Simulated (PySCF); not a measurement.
## Ionisation energy of I(2+) by level of theory

I(2+) [Kr] 4d10 5s2 5p3 (4S) → I(3+) [Kr] 4d10 5s2 5p2 (3P), as a difference of total energies. All numbers are calculated (PySCF 2.14, scalar relativity through the core potential, in def2-QZVPPD with the def2 core potential (28 electrons)). Correlated levels: valence: 4s2 4p6 4d10 frozen; valence and next inner shell: nothing frozen outside the core potential. The calculations carry no spin-orbit coupling.

| method | ionisation energy (eV) |
| --- | --- |
| UHF | 29.882 |
| LDA | 30.505 |
| PBE | 30.306 |
| PBE0 | 30.423 |
| r2SCAN | 30.600 |
| BLYP | 30.068 |
| BP86 | 30.414 |
| HSE06 | 30.383 |
| wB97M-V | 30.243 |
| MP2 (valence) | 30.373 |
| SCS-MP2 (valence) | 30.240 |
| MP2 (valence and next inner shell) | 30.627 |
| SCS-MP2 (valence and next inner shell) | 30.426 |

Problem. How much does correlation contribute at MP2 (valence and next inner shell)?

Solution. 30.627 − (29.882) = 0.745 eV, measured against UHF.

The reference lies between the lowest fine-structure levels, while these numbers refer to the centres of the terms.

Errors of the correlated levels include the incompleteness of this basis and the frozen core.

For comparison: 29.57 ± 0.025 eV (measured; NIST Atomic Spectra Database, ionization energies).
